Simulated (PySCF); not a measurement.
PySCF input for CH₄AlFS, SMILES C[S][AlH][F], TDDFT-LC-ωPBE/def2-SVPD. Geometry optimised at B3LYP-D3(BJ)/def2-SVP. Other conformers were not sampled.

```python
import numpy as np
from pyscf import gto, scf, dft, tdscf

mol = gto.M(
    atom='''
    Al    0.50081097    0.91148555    0.00000000
    F    -0.26230421    2.39209167    0.00000000
    H     2.07128717    0.84290206    0.00000000
    S    -0.74775474   -0.86351175   -0.00000000
    C     0.55394164   -2.17552634   -0.00000000
    H     1.57081827   -1.75697204   -0.00000000
    H     0.42425794   -2.79736056   -0.89583733
    H     0.42425794   -2.79736056    0.89583733
    ''',
    basis='def2-SVPD',
    charge=0,
    spin=0,
    symmetry=True,
    max_memory=1600,
    verbose=4,
)
mf = dft.RKS(mol, xc='lc_wpbe').density_fit(auxbasis='def2-universal-jkfit')
mf.grids.level = 3
mf.conv_tol = 1e-9
mf.max_cycle = 100
mf.kernel()
mf.grids = dft.Grids(mol).set(level=1).build(with_non0tab=True)  # coarser grid for the response kernel
td = tdscf.TDDFT(mf)
td.singlet = True
td.nstates = 10
td.conv_tol = 1e-4
td.kernel(x0=td.get_init_guess(mf, 15))
td.analyze()
tt = tdscf.TDA(mf)
tt.singlet = False
tt.nstates = 4
tt.conv_tol = 1e-4
tt.kernel(x0=tt.get_init_guess(mf, 9))
tt.analyze(verbose=3)
```

Output:

```
PySCF version 2.14.0

[INPUT] verbose = 4
[INPUT] num. atoms = 8
[INPUT] num. electrons = 48
[INPUT] charge = 0
[INPUT] spin (= nelec alpha-beta = 2S) = 0
[INPUT] symmetry True subgroup None
[INPUT] Mole.unit = angstrom
[INPUT] Symbol           X                Y                Z      unit          X                Y                Z       unit  Magmom
[INPUT]  1 Al     0.500810970000   0.911485550000   0.000000000000 AA    0.946395573478   1.722458055999   0.000000000000 Bohr   0.0
[INPUT]  2 F     -0.262304210000   2.392091670000   0.000000000000 AA   -0.495683118220   4.520398121153   0.000000000000 Bohr   0.0
[INPUT]  3 H      2.071287170000   0.842902060000   0.000000000000 AA    3.914165476625   1.592854043232   0.000000000000 Bohr   0.0
[INPUT]  4 S     -0.747754740000  -0.863511750000   0.000000000000 AA   -1.413051666945  -1.631800712844   0.000000000000 Bohr   0.0
[INPUT]  5 C      0.553941640000  -2.175526340000   0.000000000000 AA    1.046797988592  -4.111148959377   0.000000000000 Bohr   0.0
[INPUT]  6 H      1.570818270000  -1.756972040000   0.000000000000 AA    2.968416321763  -3.320195964118   0.000000000000 Bohr   0.0
[INPUT]  7 H      0.424257940000  -2.797360560000  -0.895837330000 AA    0.801731312772  -5.286245330060  -1.692887205862 Bohr   0.0
[INPUT]  8 H      0.424257940000  -2.797360560000   0.895837330000 AA    0.801731312772  -5.286245330060   1.692887205862 Bohr   0.0

nuclear repulsion = 196.866129814429
point group symmetry = Cs
symmetry origin: [1.57477176e-09 1.57477209e-09 0.00000000e+00]
symmetry axis x: [1.00000000e+00 5.11375319e-10 6.20049632e-21]
symmetry axis y: [ 5.11375319e-10 -1.00000000e+00 -6.66090911e-19]
symmetry axis z: [ 3.08156052e-20 -6.66090911e-19  1.00000000e+00]
num. orbitals of irrep A' = 86
num. orbitals of irrep A" = 40
number of shells = 54
number of NR pGTOs = 190
number of NR cGTOs = 126
basis = def2-SVPD
ecp = {}


[settings echo left out]
init E= -780.430833508356
HOMO (A") = -0.325894149829816  LUMO (A') = -0.024600989250847  gap/eV = 8.19860
cycle= 1 E= -780.426102261208  delta_E= 0.00473  |g|= 0.615  |ddm|= 2.86
HOMO (A") = -0.353072289895022  LUMO (A") = 0.0225478700912851  gap/eV = 10.22115
cycle= 2 E= -780.42904056965  delta_E= -0.00294  |g|= 0.727  |ddm|= 1.01
HOMO (A") = -0.368275306475335  LUMO (A") = 0.0309107231422612  gap/eV = 10.86241
cycle= 3 E= -780.513147633403  delta_E= -0.0841  |g|= 0.0511  |ddm|= 0.439
HOMO (A") = -0.376580464572029  LUMO (A") = 0.0382624593248804  gap/eV = 11.28845
cycle= 4 E= -780.514027271508  delta_E= -0.00088  |g|= 0.0235  |ddm|= 0.117
HOMO (A") = -0.372889113912399  LUMO (A") = 0.03854357105857  gap/eV = 11.19565
cycle= 5 E= -780.514232092252  delta_E= -0.000205  |g|= 0.00556  |ddm|= 0.043
HOMO (A") = -0.373014634144348  LUMO (A") = 0.0381628056104772  gap/eV = 11.18871
cycle= 6 E= -780.514245098882  delta_E= -1.3e-05  |g|= 0.00163  |ddm|= 0.013
HOMO (A") = -0.373223707567101  LUMO (A") = 0.0381599722508414  gap/eV = 11.19432
cycle= 7 E= -780.51424657043  delta_E= -1.47e-06  |g|= 0.000531  |ddm|= 0.0043
HOMO (A") = -0.373177453872493  LUMO (A") = 0.0381486536320548  gap/eV = 11.19275
cycle= 8 E= -780.514246763297  delta_E= -1.93e-07  |g|= 0.000136  |ddm|= 0.00138
HOMO (A") = -0.373211298279373  LUMO (A") = 0.0381470877533849  gap/eV = 11.19363
cycle= 9 E= -780.514246754497  delta_E= 8.8e-09  |g|= 3.83e-05  |ddm|= 0.000446
HOMO (A") = -0.373205944784541  LUMO (A") = 0.0381498673700853  gap/eV = 11.19356
cycle= 10 E= -780.514246756102  delta_E= -1.6e-09  |g|= 1.13e-05  |ddm|= 0.000135
HOMO (A") = -0.373207638731257  LUMO (A") = 0.0381489490991309  gap/eV = 11.19358
cycle= 11 E= -780.514246756242  delta_E= -1.4e-10  |g|= 3.38e-06  |ddm|= 3.88e-05
HOMO (A") = -0.373207497516132  LUMO (A") = 0.0381491447701552  gap/eV = 11.19358
Extra cycle  E= -780.514246756254  delta_E= -1.26e-11  |g|= 2.02e-06  |ddm|= 9.61e-06
converged SCF energy = -780.514246756254
tot grids = 33040


******** <class 'pyscf.tdscf.rks.TDDFT'> for <class 'pyscf.df.df_jk.DFSymAdaptedRKS'> ********
nstates = 10 singlet
deg_eia_thresh = 1.000e-03
wfnsym = None
conv_tol = 0.0001
eigh lindep = 1e-12
eigh level_shift = 0
eigh max_cycle = 100


Excitation energies (eV)
[6.16051913 6.26604055 6.54021282 6.72603882 7.5179112  7.87083413
 7.98856381 8.3249226  8.56619377 8.63205074]

** Singlet excitation energies and oscillator strengths **
Excited State   1:   A"      6.16052 eV    201.26 nm  f=0.0007
      24 -> 27        0.56751
      24 -> 28        0.12112
      24 -> 29       -0.17470
      24 -> 31       -0.15595
      24 -> 32       -0.21381
      24 -> 33        0.17486
Excited State   2:   A'      6.26604 eV    197.87 nm  f=0.0649
      24 -> 25        0.66806
      24 -> 36        0.10555
Excited State   3:   A"      6.54021 eV    189.57 nm  f=0.0601
      23 -> 25        0.17938
      24 -> 26        0.54565
      24 -> 28       -0.34255
Excited State   4:   A"      6.72604 eV    184.33 nm  f=0.0183
      22 -> 25        0.12998
      23 -> 25       -0.64694
      24 -> 26        0.17309
Excited State   5:   A'      7.51791 eV    164.92 nm  f=0.0167
      23 -> 26        0.23227
      23 -> 27        0.55111
      23 -> 29       -0.11768
      23 -> 32       -0.20296
      23 -> 33        0.19976
Excited State   6:   A'      7.87083 eV    157.52 nm  f=0.2993
      23 -> 26       -0.53326
      23 -> 27        0.22060
      23 -> 28        0.33340
      24 -> 25       -0.11159
Excited State   7:   A"      7.98856 eV    155.20 nm  f=0.0081
      24 -> 27        0.31336
      24 -> 29        0.46557
      24 -> 31        0.23772
      24 -> 32        0.17063
      24 -> 35       -0.20228
      24 -> 37        0.12566
      24 -> 38       -0.10531
Excited State   8:   A"      8.32492 eV    148.93 nm  f=0.0027
      22 -> 25        0.13154
      24 -> 26       -0.27605
      24 -> 28       -0.46043
      24 -> 29       -0.28967
      24 -> 35       -0.24173
      24 -> 38        0.14190
Excited State   9:   A"      8.56619 eV    144.74 nm  f=0.0806
      21 -> 25        0.13842
      22 -> 25       -0.62034
      23 -> 25       -0.12727
      24 -> 26       -0.12157
      24 -> 28       -0.11334
Excited State  10:   A'      8.63205 eV    143.63 nm  f=0.0371
      24 -> 30        0.67397

** Transition electric dipole moments (AU) **
state          X           Y           Z        Dip. S.      Osc.
  1         0.0000     -0.0000     -0.0672      0.0045      0.0007
  2         0.2989      0.5774      0.0000      0.4228      0.0649
  3         0.0000     -0.0000      0.6126      0.3753      0.0601
  4         0.0000      0.0000      0.3331      0.1109      0.0183
  5         0.1121     -0.2799      0.0000      0.0909      0.0167
  6        -0.9288     -0.8303     -0.0000      1.5521      0.2993
  7         0.0000      0.0000     -0.2033      0.0413      0.0081
  8        -0.0000     -0.0000     -0.1146      0.0131      0.0027
  9        -0.0000      0.0000     -0.6198      0.3841      0.0806
 10        -0.3623      0.2107     -0.0000      0.1756      0.0371

** Transition velocity dipole moments (imaginary part, AU) **
state          X           Y           Z        Dip. S.      Osc.
  1        -0.0000      0.0000     -0.0110      0.0001      0.0004
  2         0.0693      0.1345      0.0000      0.0229      0.0663
  3        -0.0000      0.0000      0.1447      0.0209      0.0581
  4         0.0000     -0.0000      0.0785      0.0062      0.0166
  5         0.0350     -0.0762     -0.0000      0.0070      0.0170
  6        -0.2721     -0.2472     -0.0000      0.1351      0.3115
  7         0.0000     -0.0000     -0.0571      0.0033      0.0074
  8        -0.0000      0.0000     -0.0138      0.0002      0.0004
  9        -0.0000      0.0000     -0.1949      0.0380      0.0804
 10        -0.1218      0.0651      0.0000      0.0191      0.0401

** Transition magnetic dipole moments (imaginary part, AU) **
state          X           Y           Z
  1         0.5040      0.2923     -0.0000
  2         0.0000      0.0000      0.1605
  3         0.3684     -0.6985      0.0000
  4        -0.5352      1.2510      0.0000
  5         0.0000      0.0000     -0.1000
  6         0.0000      0.0000     -0.8273
  7         0.4737      0.4202      0.0000
  8         0.0659      0.4235      0.0000
  9         0.2076     -0.6722     -0.0000
 10        -0.0000     -0.0000      0.3521


******** <class 'pyscf.tdscf.rks.TDA'> for <class 'pyscf.df.df_jk.DFSymAdaptedRKS'> ********
nstates = 4 triplet
deg_eia_thresh = 1.000e-03
wfnsym = None
conv_tol = 0.0001
eigh lindep = 1e-12
eigh level_shift = 0
eigh max_cycle = 100


Excitation energies (eV)
[5.35573517 5.57081318 6.00893403 6.24507575]

** Triplet excitation energies and oscillator strengths **
Excited State   1:   A'      5.35574 eV    231.50 nm  f=0.0000
Excited State   2:   A"      5.57081 eV    222.56 nm  f=0.0000
Excited State   3:   A"      6.00893 eV    206.33 nm  f=0.0000
Excited State   4:   A"      6.24508 eV    198.53 nm  f=0.0000
```

The calculation finished and met its thresholds.
